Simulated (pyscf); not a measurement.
Ring closure: •H₂C–CH=CH₂ (SMILES [CH2]C=C) -> C₃H₅ (SMILES [CH]1CC1) [doublet]

Gas phase, doublet surface, charge 0. Bonds broken: none. Bonds formed: C1–C3. Single points on ωB97X-D3(BJ)/def2-SVP structures (PySCF, gas phase). MP2 and CC: frozen core, UHF for open shells. ΔMP2 is the change of the MP2 total energy from the triple- to the quadruple-zeta basis.

Transition state (Å):

```xyz
8

C     -0.0506     0.3040    -0.4692
C      0.4788    -0.1366     0.7305
C     -0.7955    -0.8059     1.0285
H     -0.0640     1.3619    -0.7821
H     -0.4305    -0.4050    -1.2143
H      1.0219     0.5091     1.4257
H     -1.0286    -1.8117     0.6609
H     -1.5518    -0.2974     1.6350
```

One imaginary mode, 1047i cm⁻¹; descent along it reached the two sides named.

| bond | change | reactant side (Å) | saddle | product side |
|---|---|---|---|---|
| C1–C3 | forms | 2.459 | 2.007 | 1.528 |

Electronic energies relative to the reactant's lowest minimum found (kcal/mol):

```
level                             barrier  reaction energy  reverse barrier
--------------------------------  -------  ---------------  ---------------
ωB97X-D3(BJ)/def2-TZVP               53.9            +26.2             27.7
PBE/def2-TZVP                        49.7            +26.6             23.1
r²SCAN/def2-TZVP                     52.8            +27.8             25.0
B3LYP-D3(BJ)/def2-TZVP               53.9            +31.2             22.7
PBE0-D3(BJ)/def2-TZVP                52.4            +25.4             27.0
M06-2X/def2-TZVP                     53.3            +23.8             29.5
ωB97M-D3(BJ)/def2-TZVP               53.5            +28.1             25.4
HF/def2-TZVP                         59.3            +34.6             24.7
MP2/def2-QZVPP                       57.5            +21.2             36.2
CCSD/def2-TZVPP                      54.9            +28.5             26.3
CCSD(T)/def2-TZVPP                   53.4            +28.6             24.8
CCSD(T)/def2-TZVPP + ΔMP2(QZVPP)     53.5            +28.7             24.9
```

With CCSD(T)/def2-TZVPP + ΔMP2(QZVPP) energies and thermal terms (ideal gas, 1 atm, RRHO with modes under 100 cm⁻¹ raised to 100, one conformer, R ln 2 for rigid chiral ones), in kcal/mol:

| T (K) | ΔH‡ | ΔG‡ | ΔH | ΔG |
|---|---|---|---|---|
| 298 | 52.0 | 51.5 | +29.1 | +29.1 |
| 600 | 51.7 | 51.0 | +28.7 | +29.3 |
| 900 | 51.2 | 50.8 | +28.6 | +29.6 |
| 1200 | 50.7 | 50.7 | +28.6 | +29.9 |

This is the saddle that the search found; another between the same sides may lie lower. The CCSD(T) − MP2 part came from Ansatz, without density fitting, on the same reference. A UHF reference is spin-contaminated (<S²> up to 1.15), which harms MP2 most.
